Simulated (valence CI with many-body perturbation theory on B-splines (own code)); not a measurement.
# E1 line list for Au⁷⁺

Level of theory: valence CI with perturbative core correlation (CI+MBPT): four valence electrons over a frozen Dirac-Fock core [Xe] 4f14, a basis of 7 s, 7 p, 8 d, 6 f, 4 g, 1 h functions for each j, with the one-electron correlation potential Σ1, the two-electron term Σ2, the three-electron term Σ3, Breit, model QED; selected CI, second order for the rest, scaled by the run's own slope (own B-spline code, finite nucleus).

No measured spectrum was set against this ion. As an estimate, terms of the open shell hold to 2 to 4 % of their energy, and close levels can change places; different configurations can be misplaced against each other by 1,000 to 8,000 cm⁻¹. The list stops below the first excitations out of the core.

Lines 301 to 350 of 506 in falling wavelength, among levels below 334610 cm⁻¹, chosen from the strongest by gf and those to the six lowest levels. Wavelengths and rates use the calculated energies, so an error of 2000 cm⁻¹ moves a line at 410.9 Å by 0.82 % and its rate by three times that or more. Electric multipoles are in the length gauge, E1 and E2 with the static RPA response of the core. Weak lines are less certain than strong ones. Lines between different terms over intervals too small for the method are left out, as are lines whose strength nearly cancels. Where a level lies close to another of its J and parity, the split of strength between their lines is uncertain. The highest levels of a list are the least certain.

Levels are named by their leading jj configuration (3d3/2^4 stands for four electrons in 3d with j = 3/2), which in mixed levels can hold well under half, so a name can repeat and another be missing. Letters in brackets count levels of one name in rising energy.

```tsv
λ vac (Å)	Upper	Lower	A (s⁻¹)	S (a.u.)
410.9	(5d3/2 5d5/2^2 6p1/2) J=3 [b]	(5d5/2^4) J=4	6.45e+07	1.55e-02
410.2	(5d3/2^3 6p1/2) J=2	(5d3/2^2 5d5/2^2) J=1	5.64e+07	9.60e-03
410.0	(5d3/2 5d5/2^2 6p1/2) J=4 [b]	(5d5/2^4) J=4	1.07e+08	3.28e-02
409.0	(5d3/2^2 5d5/2 6p1/2) J=1 [b]	(5d3/2 5d5/2^3) J=0	3.59e+07	3.64e-03
408.3	(5d3/2 5d5/2^2 6p1/2) J=1	(5d5/2^4) J=2	3.97e+07	4.00e-03
408.1	(5d3/2 5d5/2^2 6p1/2) J=2 [b]	(5d5/2^4) J=2	9.05e+07	1.52e-02
407.7	(5d3/2 5d5/2^2 6p1/2) J=2 [b]	(5d3/2 5d5/2^3) J=1 [b]	7.00e+07	1.17e-02
405.0	(5d3/2^2 5d5/2 6p1/2) J=4 [b]	(5d3/2^2 5d5/2^2) J=4 [c]	1.21e+08	3.58e-02
404.9	(5d3/2^2 5d5/2 6p1/2) J=5	(5d3/2 5d5/2^3) J=6	1.09e+07	3.91e-03
403.7	(5d3/2^3 6p3/2) J=3	(5d3/2^2 5d5/2^2) J=2 [f]	1.56e+07	3.54e-03
403.5	(5d3/2^3 6p1/2) J=2	(5d3/2^2 5d5/2^2) J=3 [b]	8.72e+07	1.41e-02
402.4	(5d3/2^3 6p1/2) J=1	(5d3/2^2 5d5/2^2) J=1	8.22e+07	7.93e-03
402.2	(5d3/2^2 5d5/2 6p1/2) J=1 [a]	(5d3/2^2 5d5/2^2) J=2 [d]	8.26e+07	7.96e-03
401.8	(5d3/2^2 5d5/2 6p1/2) J=3 [a]	(5d3/2^2 5d5/2^2) J=3 [c]	2.99e+07	6.71e-03
401.4	(5d3/2^2 5d5/2 6p1/2) J=5	(5d3/2 5d5/2^3) J=5	1.09e+08	3.81e-02
400.8	(5d3/2^2 5d5/2 6p1/2) J=4 [a]	(5d3/2 5d5/2^3) J=3 [a]	4.96e+07	1.42e-02
399.8	(5d3/2 5d5/2^2 6p1/2) J=4 [a]	(5d3/2 5d5/2^3) J=3 [b]	2.37e+07	6.72e-03
399.5	(5d3/2^2 5d5/2 6p1/2) J=2 [a]	(5d3/2^2 5d5/2^2) J=3 [c]	7.31e+07	1.15e-02
399.5	(5d3/2^2 5d5/2 6p1/2) J=2 [b]	(5d3/2^2 5d5/2^2) J=2 [d]	7.73e+07	1.22e-02
399.5	(5d3/2^3 6p3/2) J=2	(5d3/2^2 5d5/2^2) J=2 [f]	8.88e+07	1.40e-02
398.1	(5d3/2^2 5d5/2 6p1/2) J=3 [a]	(5d3/2^2 5d5/2^2) J=4 [b]	6.28e+07	1.37e-02
398.1	(5d3/2^2 5d5/2 6p1/2) J=3 [b]	(5d3/2^2 5d5/2^2) J=2 [d]	1.07e+08	2.32e-02
397.9	(5d3/2 5d5/2^2 6p1/2) J=2 [a]	(5d3/2 5d5/2^3) J=3 [b]	2.25e+07	3.50e-03
397.5	(5d3/2^3 6p1/2) J=1	(5d3/2^2 5d5/2^2) J=2 [b]	3.52e+08	3.27e-02
397.5	(5d3/2^2 5d5/2 6p1/2) J=2 [a]	(5d3/2^2 5d5/2^2) J=2 [c]	1.02e+08	1.59e-02
396.5	(5d3/2^2 5d5/2 6p1/2) J=2 [b]	(5d3/2 5d5/2^3) J=3 [a]	3.94e+07	6.06e-03
395.1	(5d3/2^2 5d5/2 6p1/2) J=3 [b]	(5d3/2 5d5/2^3) J=3 [a]	1.99e+07	4.25e-03
393.6	(5d3/2^2 5d5/2 6p1/2) J=4 [a]	(5d3/2 5d5/2^3) J=4 [a]	1.42e+07	3.86e-03
393.5	(5d3/2^3 6p3/2) J=3	(5d3/2^2 5d5/2^2) J=2 [e]	1.65e+07	3.48e-03
392.3	(5d3/2 5d5/2^2 6p1/2) J=3 [b]	(5d3/2 5d5/2^3) J=3 [b]	3.21e+07	6.69e-03
392.0	(5d3/2 5d5/2^2 6p1/2) J=2 [a]	(5d3/2^2 5d5/2^2) J=2 [e]	1.85e+08	2.75e-02
391.8	(5d3/2 5d5/2^2 6p1/2) J=4 [a]	(5d3/2^2 5d5/2^2) J=4 [c]	6.44e+07	1.72e-02
391.4	(5d3/2 5d5/2^2 6p1/2) J=4 [b]	(5d3/2 5d5/2^3) J=3 [b]	4.26e+07	1.14e-02
390.9	(5d3/2 5d5/2^2 6p1/2) J=3 [a]	(5d3/2^2 5d5/2^2) J=2 [e]	5.97e+07	1.23e-02
390.0	(5d3/2^2 5d5/2 6p1/2) J=1 [b]	(5d3/2^2 5d5/2^2) J=2 [d]	8.24e+07	7.24e-03
389.5	(5d3/2^3 6p3/2) J=2	(5d3/2^2 5d5/2^2) J=2 [e]	2.31e+07	3.37e-03
388.9	(5d3/2 5d5/2^2 6p1/2) J=3 [a]	(5d3/2^2 5d5/2^2) J=4 [c]	1.25e+08	2.54e-02
388.4	(5d3/2^2 5d5/2 6p1/2) J=5	(5d3/2 5d5/2^3) J=4 [a]	1.09e+08	3.47e-02
388.2	(5d3/2^2 5d5/2 6p1/2) J=3 [b]	(5d3/2 5d5/2^3) J=4 [a]	9.60e+07	1.94e-02
386.8	(5d3/2^2 5d5/2 6p1/2) J=2 [a]	(5d3/2^2 5d5/2^2) J=1	3.22e+08	4.59e-02
386.7	(5d3/2^3 6p1/2) J=1	(5d3/2^2 5d5/2^2) J=0 [a]	2.60e+08	2.23e-02
386.5	(5d3/2 5d5/2^2 6p1/2) J=3 [b]	(5d3/2^2 5d5/2^2) J=2 [e]	9.18e+07	1.83e-02
386.2	(5d3/2^2 5d5/2 6p1/2) J=4 [a]	(5d3/2^2 5d5/2^2) J=4 [b]	7.31e+07	1.87e-02
385.7	(5d3/2^2 5d5/2 6p1/2) J=2 [b]	(5d3/2^2 5d5/2^2) J=3 [c]	1.51e+08	2.14e-02
384.6	(5d3/2 5d5/2^2 6p1/2) J=3 [b]	(5d3/2^2 5d5/2^2) J=4 [c]	3.66e+08	7.18e-02
384.4	(5d3/2^2 5d5/2 6p1/2) J=3 [b]	(5d3/2^2 5d5/2^2) J=3 [c]	1.40e+08	2.76e-02
384.4	(5d3/2^2 5d5/2 6p1/2) J=3 [a]	(5d3/2^2 5d5/2^2) J=2 [b]	1.53e+08	3.00e-02
384.0	(5d3/2 5d5/2^2 6p1/2) J=1	(5d3/2 5d5/2^3) J=0	7.15e+07	5.99e-03
383.7	(5d3/2 5d5/2^2 6p1/2) J=4 [b]	(5d3/2^2 5d5/2^2) J=4 [c]	4.81e+07	1.21e-02
383.7	(5d3/2^2 5d5/2 6p1/2) J=2 [b]	(5d3/2^2 5d5/2^2) J=2 [c]	2.88e+07	4.01e-03
```
